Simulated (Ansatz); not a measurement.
`FCC1=C[SiH2]1` and `SC1=C[SiH2]1` differ in one atom or group.

Ansatz, PBE0-D4/def2-TZVP geometries, multiplicity 1. Each molecule was computed in one conformer, which needn't be the lowest.

```tsv
property	`FCC1=C[SiH2]1`
HOMO energy (B3LYP/def2-TZVPP) / eV	-7.40
HOMO–LUMO gap (PBE/def2-TZVPP) / eV	5.00
HOMO–LUMO gap (PBE0/def2-TZVPP) / eV	7.22
ideal-gas entropy at 298 K and 1 bar (rigid rotor, harmonic PBE0-D4/def2-TZVP) / J/(mol·K)	327
HOMO–LUMO gap (ωB97M-V/def2-TZVPP) / eV	11.49
HOMO energy (PBE/def2-TZVPP) / eV	-6.44
```

(1) What does the change do to each property? (Estimate.)

## Answers

(1) Ansatz gave: 
| property | `SC1=C[SiH2]1` | shift |
| --- | --- | --- |
| HOMO energy (B3LYP/def2-TZVPP) / eV | -6.65 | 0.75 |
| HOMO–LUMO gap (PBE/def2-TZVPP) / eV | 4.60 | -0.40 |
| HOMO–LUMO gap (PBE0/def2-TZVPP) / eV | 6.51 | -0.71 |
| ideal-gas entropy at 298 K and 1 bar (rigid rotor, harmonic PBE0-D4/def2-TZVP) / J/(mol·K) | 304 | -23 |
| HOMO–LUMO gap (ωB97M-V/def2-TZVPP) / eV | 10.34 | -1.15 |
| HOMO energy (PBE/def2-TZVPP) / eV | -5.84 | 0.60 |

The zero-point energy changes by -54.9 kJ/mol with -6 modes. Modes under 60 cm⁻¹, often nearly free rotors, make the harmonic entropy too high.

Positive LUMOs are unbound, so they and the gaps depend on the basis.

B3LYP here is the variant with VWN-RPA as its local correlation; programs differ in this.
